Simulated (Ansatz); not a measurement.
Reactions of CH₅FSn, SMILES `[CH3][SnH2][F]`.

Gas-phase electronic energies from Ansatz, PBE0-D4/def2-TZVP geometries. CCSD(T)/CBS is the MP2 limit (def2-TZVPP, def2-QZVPP) plus CCSD(T) − MP2 in def2-TZVPP, frozen cores. This one scheme is used for every species. Functionals use def2-TZVPP. Open shells (•) are unrestricted, without spin–orbit coupling. def2 core potentials past Kr. For Se, Sn outer-core shells are correlated without core-valence functions, which leaves a few kJ/mol of doubt a bond. Scalar relativity is left out up to krypton. One conformer a species, not always the lowest.

```csv
reaction,CCSD(T)/CBS(def2) (kcal/mol)
`[CH3][SnH2][F]` + H₂Se → `[CH3][SnH2][SeH]` + H–F,-6.2
`[CH3][SnH2][F]` + `N=C=O` → `[CH3][SnH2][N]=C=O` + H–F,0.4
`[CH3][SnH2][F]` + CH₃OH → `C[O][SnH2][F]` + CH₄,-9.8
`[CH3][SnH2][F]` → `[CH3]`• + `[F][SnH2]`•,?
```

Q: Fill in the missing values. (Estimate.)

A: Computed: `[CH3][SnH2][F]` → `[CH3]`• + `[F][SnH2]`•: +77.4 kcal/mol.

Largest T1 diagnostic: 0.018, for `N=C=O`.
